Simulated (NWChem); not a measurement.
System: CH6OSi2; SMILES O=C([SiH3])[SiH3]

NWChem input:

```
start job
memory heap 200 mb stack 900 mb global 1100 mb
geometry units angstroms noautoz
  O     -0.006301     0.410621    -1.663997
  C      0.018086     0.150827    -0.467919
  Si    -1.707822     0.041874     0.444373
  Si     1.717516    -0.133011     0.441893
  H     -1.547650    -0.279199     1.889851
  H     -2.387958     1.353681     0.293517
  H     -2.509606    -1.017513    -0.219715
  H      1.831393     0.856759     1.548652
  H      2.843705     0.017835    -0.511608
  H      1.712369    -1.498807     1.035285
end
basis spherical
  * library def2-svp
end
dft
  xc b3lyp
  iterations 150
  mulliken
end
task dft energy
```

Structure relaxed at the B3LYP/6-31G* (spherical d) level. B3LYP is NWChem's, with the RPA form of VWN correlation.

Q: What results follow from this input? (B3LYP/def2-SVP.) Quantities: energy (Ha); highest occupied level (eV); orbital gap (eV); dipole (D).

A: 
```
Item                           Value
---------------------------  -------
energy (Ha)                  -695.65
highest occupied level (eV)    -6.27
orbital gap (eV)                4.18
dipole (D)                      1.76
```
